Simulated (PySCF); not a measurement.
## ErH3(H2O) at several levels of theory

Computed with PySCF 2.14.0 (density fitting, no spin-orbit coupling) at the geometry relaxed with PBE0:

```xyz
7
ErH3(H2O) (singlet in the valence; each metal's 4f electrons, 11 of them, lie in its core potential, out of spins and levels)
Er    0.1209   -0.1415    0.1311
H     0.7969    1.6260    0.8289
H    -0.9789   -1.2954    1.3426
H     1.1669   -1.0340   -1.3289
O    -1.1787    1.2479   -1.2344
H    -0.9546    2.1734   -1.0471
H    -1.3550    1.1741   -2.1817
```

| level | basis | state | HOMO (eV) | gap (eV) | charge on Er1 (e) | population of f-type functions on Er1 (polarisation alone where 4f lies in the core) | dipole about the centre of mass (D) | largest force component (eV/Å) |
| --- | --- | --- | --- | --- | --- | --- | --- | --- |
| PBE0 | Er lcecp-1-SVP with ECP57, H def2-SVP, O def2-SVP | singlet | -6.38 | 5.70 | 0.55 | 0.02 | 5.33 | 0.01 |
| PBE0 | Er lcecp-1-TZVP with ECP57, H def2-TZVP, O def2-TZVP | singlet | -6.42 | 5.50 | 0.77 | 0.03 | 5.21 | 0.24 |

In the lcecp rows the 4f levels are missing from HOMO and gap, and the state counts the valence alone.

Charges are Mulliken's, which hang on the basis. The relaxation used the grid (50, 194), these runs (75, 302) or, all-electron (x2c bases, spin-free X2C Hamiltonian), (99, 590).

Problem. A further run in the first row's basis gives HOMO (eV) -5.44, gap (eV) 4.31, charge on Er1 (e) 0.55, population of f-type functions on Er1 (polarisation alone where 4f lies in the core) 0.02, dipole about the centre of mass (D) 5.32, largest force component (eV/Å) 0.16. Which level was it?
A. revPBE
B. r2SCAN

Solution. B. The others give HOMO -5.13 eV (revPBE).

In the first row's basis the gap widens with exact exchange: 3.7 to 4.3 eV for revPBE, r2SCAN (none); 5.7 eV for PBE0 (a fixed share).

A frequency check found unstable modes (1, the lowest at -51 cm⁻¹), so the relaxed geometry is probably a saddle point. An lcecp potential fixes the number of 4f electrons, so in runs with it no electron can move into or out of that shell.
